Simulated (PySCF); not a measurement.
# The first ionisation energy along group 12

All values are computed (PySCF 2.14, energy differences of UHF-based or UKS calculations, no spin-orbit coupling). Values in eV. The last column holds reference values (NIST; (s) semi-empirical, (t) theoretical, else measured). Unmarked ones compare directly (S terms, centres of terms, or small fine structure); those marked * lie between the lowest fine-structure levels and include a spin-orbit shift.

```tsv
element	configurations	UHF	MP2 (valence and next inner shell)	SCS-MP2 (valence and next inner shell)	CCSD(T) (valence and next inner shell)	MP2 (valence)	SCS-MP2 (valence)	reference
Zn (ANO-RCC-VTZP, spin-free X2C)	[Ar] 3d10 4s2 → [Ar] 3d10 4s1	7.779	9.154	9.141	9.281	9.088	9.097	9.394
Cd (ANO-RCC-VTZP, spin-free X2C)	[Kr] 4d10 5s2 → [Kr] 4d10 5s1	7.336	8.922	8.867	8.931	8.828	8.801	8.994
Hg (ANO-RCC-VTZP, spin-free X2C)	[Xe] 4f14 5d10 6s2 → [Xe] 4f14 5d10 6s1	8.499	10.490	10.370	10.293	10.349	10.276	10.438
```

```csv
method,elements,mean error (eV),mean absolute error (eV),largest error (eV)
UHF,3,-1.737,1.737,-1.938
MP2 (valence and next inner shell),3,-0.087,0.121,-0.240
SCS-MP2 (valence and next inner shell),3,-0.150,0.150,-0.254
CCSD(T) (valence and next inner shell),3,-0.107,0.107,-0.144
MP2 (valence),3,-0.187,0.187,-0.306
SCS-MP2 (valence),3,-0.217,0.217,-0.297
```

Errors include the incompleteness of the basis and the frozen core.

"Valence" correlates the outer s and p shells and, in groups 3 to 12 and the f block, the outer d or f shell, open or full, or the next shell where the ion has no valence electron left; the wider scheme adds the next inner shell.
